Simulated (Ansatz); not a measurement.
The same path of C2H6N2Se (11 atoms, charge 0, multiplicity 1) was run 3 times with different band settings. The coordinate that changes most is the height of N1 over the plane of its neighbours.

Method: Ansatz, RHF/def2-SVP.

Relaxed end points:

```xyz
11
Properties=species:S:1:pos:R:3
N -0.709 1.218 0.986
C -0.715 -0.075 0.416
N 0.579 -0.710 0.385
C 0.937 -0.803 -1.013
Se -0.863 -0.261 -1.595
H -1.630 1.565 1.180
H -0.215 1.890 0.428
H -1.481 -0.672 0.905
H 1.251 -0.297 1.004
H 1.709 -0.103 -1.339
H 1.202 -1.808 -1.335
```

```xyz
11
Properties=species:S:1:pos:R:3
N -1.003 1.283 0.718
C -0.805 -0.054 0.289
N 0.526 -0.643 0.392
C 0.959 -0.824 -0.978
Se -0.804 -0.296 -1.679
H -1.050 1.369 1.717
H -0.339 1.931 0.337
H -1.559 -0.675 0.767
H 1.159 -0.143 0.987
H 1.756 -0.155 -1.304
H 1.226 -1.850 -1.225
```

Common settings: optimiser quadratic models (default); start path through a guess of the saddle point; force threshold 0.03 eV/Å; iteration limit 60; end points relaxed.

| run | movable images | climbing image | spring |
| --- | --- | --- | --- |
| 1 | 5 | yes | 5.0 eV/Å² |
| 2 | 8 | no | 5.0 eV/Å² |
| 3 | 5 | yes | 2.0 to 10.0 eV/Å², energy-weighted |

(1) What does each run give, and how far can it be trusted?

Results:

(1) Run 1: converged after 9 iterations, highest image 0.162 eV above the first end. A vibrational analysis at the climbing image gives one clearly imaginary mode, 557i cm⁻¹: a first-order saddle point.
Run 2: converged after 10 iterations, highest image 0.154 eV above the first end. No image climbed, so the highest image needn't sit at the top of the path.
Run 3: converged after 10 iterations, highest image 0.162 eV above the first end. Another band between the same ends (5 images) ends at a top of the same energy, where a vibrational analysis finds 1 clearly imaginary mode.
